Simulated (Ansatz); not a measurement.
```yaml
crystal:
  periodic: [false, false, false]
  atoms:
    - {symbol: B, position_ang: [-0.229545, 1.631305, -0.838196]}
    - {symbol: C, position_ang: [-2.021990, -0.457827, -1.537938]}
    - {symbol: N, position_ang: [-3.402004, -2.081479, -2.070906]}
    - {symbol: Si, position_ang: [2.128934, 0.063322, 1.747411]}
    - {symbol: H, position_ang: [0.968949, 2.224180, -2.686114]}
    - {symbol: H, position_ang: [-1.410083, 3.316051, 0.147003]}
    - {symbol: H, position_ang: [-4.235522, -3.769077, -2.122022]}
    - {symbol: H, position_ang: [3.562615, -2.146267, 0.733577]}
    - {symbol: H, position_ang: [0.782635, -0.857017, 4.050806]}
    - {symbol: H, position_ang: [4.013427, 1.980053, 2.581668]}
basis:
  gaussian: {orbitals: pcseg-2}
hamiltonian: {xc: {name: HF}}
correlation: {method: rpa, electrons: all}
```

```sh
$ ansatz run in.yaml --threads 2 --pin off --events-out ev --progress --plain --max-ram 4352MiB
```

Output, abridged:

```
Functional definition: HF
1162 factors; integrals over basis functions are off by at most 1.6e-3 eV
mean field evaluation 1: about -11079.9862 eV, gradient 6.6e1 eV
mean field evaluation 2: about -11080.0550 eV, gradient 6.6e1 eV
mean field evaluation 4: about -11096.8976 eV, gradient 2.1e1 eV
mean field evaluation 8: about -11099.1885 eV, gradient 4.0e0 eV
mean field evaluation 16: about -11101.0456 eV, gradient 1.2e0 eV
mean field evaluation 32: about -11100.0780 eV, gradient 4.1e0 eV
mean field evaluation 64: about -11100.8983 eV, gradient 1.4e0 eV
mean field evaluation 96: about -11095.7657 eV, gradient 2.3e1 eV
mean field evaluation 128: about -11096.5444 eV, gradient 7.0e0 eV
mean field evaluation 160: about -11100.2303 eV, gradient 4.7e-1 eV
mean field evaluation 192: about -11098.7730 eV, gradient 4.2e-1 eV
mean field evaluation 224: about -11098.7755 eV, gradient 2.2e-6 eV
mean field -11101.07020190 eV, -407.9568053442 hartree, gradient 5.6e-6 eV, S^2 0.000000; 11 other end points of the search recorded, 0 dependent functions left out; unrestricted orbitals would lower it
unrestricted determinant -11113.25664958 eV, -408.4046490363 hartree, S^2 6.0629
reference -11101.07020190 eV, -407.9568053442 hartree; 19, 19 occupied and 189, 189 virtual orbitals, 1162 factors
Total energy: -11123.75773441 eV, -408.7905567859 hartree
```

In this input the coordinates are in bohr but typed as ångström. The run converged. The result belongs to that input, not to the molecule as meant.
